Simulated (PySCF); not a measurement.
H$_{4}$Si$_{2}$, singlet, at a GFN2-xTB geometry; M06L/6-311G** run with PySCF.

The PySCF input:
```python
from pyscf import gto, scf, dft

mol = gto.M(
    atom='''
Si   -0.28890628    0.94648061    0.77145085
H     0.38260808    2.12232723    0.12965429
Si    0.20732861   -0.80767768   -0.59742707
H     0.99631510   -0.86130348   -1.84096251
H    -1.09168725   -1.38838644   -0.98924045
H     0.85485143   -1.81587820    0.26421584
''',
    basis='6-311g**',
    verbose=5,
)

mf = dft.RKS(mol)
mf.xc = 'm06l'
mf.kernel()
mf.analyze()
```

Output, abridged:

```
PySCF version 2.14.0

[INPUT] verbose = 5
[INPUT] max_memory = 4000
[INPUT] num. atoms = 6
[INPUT] num. electrons = 32
[INPUT] charge = 0
[INPUT] spin (= nelec alpha-beta = 2S) = 0
[INPUT] symmetry False subgroup None
[INPUT] Mole.unit = angstrom
[INPUT] Symbol           X                Y                Z      unit          X                Y                Z       unit  Magmom
[...]
[INPUT] ---------------- BASIS SET ----------------
[INPUT] l, kappa, [nprim/nctr], expnt,             c_1 c_2 ...
[INPUT] Si
[...]
                                10354.94          0.005932
                                2333.8796         0.031088
                                657.14295         0.124967
                                214.30113         0.386897
                                77.629168         0.554888
[...]
                                30.630807         0.627765
                                12.801295         0.247623
[...]
                                78.900366         0.068299
                                24.98815          0.290958
                                9.219711          0.732117
[...]
                                1.45131           0.439148
[...]
[INPUT] H
[...]
                                5.09479           0.190373
                                1.15879           0.852161
[...]
nuclear repulsion = 76.0988800099891
number of shells = 40
number of NR pGTOs = 122
number of NR cGTOs = 76
basis = 6-311g**
ecp = {}

******** <class 'pyscf.dft.rks.RKS'> ********
method = RKS
initial guess = minao
damping factor = 0
level_shift factor = 0
DIIS = <class 'pyscf.scf.diis.CDIIS'>
diis_start_cycle = 1
diis_space = 8
diis_damp = 0
SCF conv_tol = 1e-09
SCF conv_tol_grad = None
SCF max_cycles = 50
direct_scf = True
direct_scf_tol = 1e-13
XC library pyscf.dft.libxc version 7.1.2
    S. Lehtola, C. Steigemann, M. J. T. Oliveira, and M. A. L. Marques,  SoftwareX 7, 1–5 (2018)
XC functionals = m06l
    Y. Zhao and D. G. Truhlar,  J. Chem. Phys. 125, 194101 (2006)
    Y. Zhao and D. G. Truhlar,  J. Chem. Phys. 125, 194101 (2006)
    Y. Zhao and D. G. Truhlar,  Theor. Chem. Acc. 120, 215 (2008)
radial grids:
    Treutler-Ahlrichs [JCP 102, 346 (1995); DOI:10.1063/1.469408] (M4) radial grids

becke partition: Becke, JCP 88, 2547 (1988); DOI:10.1063/1.454033
pruning grids: <function nwchem_prune>
grids dens level: 3
symmetrized grids: False
atomic radii adjust function: <function treutler_atomic_radii_adjust>
small_rho_cutoff = 0
[...]
converged SCF energy = -581.308643170758
Total Energy =                        -581.308643170758160
[...]
5 H 2px          0.00853   0.01141  -0.02090  -0.01195  -0.00068
5 H 2py         -0.01010  -0.01762   0.03583   0.01465   0.00044
5 H 2pz          0.00708   0.01490  -0.03025  -0.01219  -0.00233
               #76
0 Si 1s          0.00071
0 Si 2s          0.00053
0 Si 3s         -0.00048
0 Si 4s         -0.07481
0 Si 5s          0.13977
0 Si 6s          0.11002
0 Si 2px        -0.00000
0 Si 2py         0.00000
0 Si 2pz         0.00000
0 Si 3px        -0.00015
0 Si 3py         0.00043
0 Si 3pz         0.00037
0 Si 4px        -0.00069
0 Si 4py        -0.00041
0 Si 4pz         0.00093
0 Si 5px         0.00070
0 Si 5py        -0.00337
0 Si 5pz        -0.00224
0 Si 6px         0.00007
0 Si 6py         0.00016
0 Si 6pz        -0.00005
0 Si 3dxy       -0.00083
0 Si 3dyz        0.00379
0 Si 3dz^2      -0.00016
0 Si 3dxz       -0.00163
0 Si 3dx2-y2    -0.00323
1 H 1s          -0.00009
1 H 2s           0.00164
1 H 3s           0.00102
1 H 2px          0.00032
1 H 2py          0.00208
1 H 2pz          0.00021
2 Si 1s         -0.00360
2 Si 2s         -0.00269
2 Si 3s          0.00141
2 Si 4s          0.39062
2 Si 5s         -0.70650
2 Si 6s         -0.55738
2 Si 2px        -0.00000
2 Si 2py         0.00000
2 Si 2pz         0.00000
2 Si 3px        -0.00005
2 Si 3py         0.00001
2 Si 3pz         0.00009
2 Si 4px         0.00012
2 Si 4py         0.00076
2 Si 4pz         0.00006
2 Si 5px         0.00064
2 Si 5py        -0.00071
2 Si 5pz        -0.00124
2 Si 6px        -0.00005
2 Si 6py         0.00066
2 Si 6pz         0.00031
2 Si 3dxy        0.00073
2 Si 3dyz       -0.00015
2 Si 3dz^2      -0.00091
2 Si 3dxz        0.00001
2 Si 3dx2-y2    -0.00137
3 H 1s           0.00054
3 H 2s           0.00074
3 H 3s          -0.00344
3 H 2px         -0.00482
3 H 2py         -0.00027
3 H 2pz          0.00739
4 H 1s           0.00057
4 H 2s           0.00123
4 H 3s          -0.00405
4 H 2px          0.00805
4 H 2py          0.00333
4 H 2pz          0.00252
5 H 1s           0.00057
5 H 2s           0.00123
5 H 3s          -0.00405
5 H 2px         -0.00417
5 H 2py          0.00601
5 H 2pz         -0.00536
 ** Mulliken pop on meta-lowdin orthogonal AOs  **
 ** Mulliken pop  **
 ** Mulliken atomic charges  **
charge of    0Si =      0.13259
charge of    1H =     -0.08547
charge of    2Si =      0.19929
charge of    3H =     -0.09619
charge of    4H =     -0.07510
charge of    5H =     -0.07511
Dipole moment(X, Y, Z, Debye):  0.28137,  0.57561, -0.24053
```
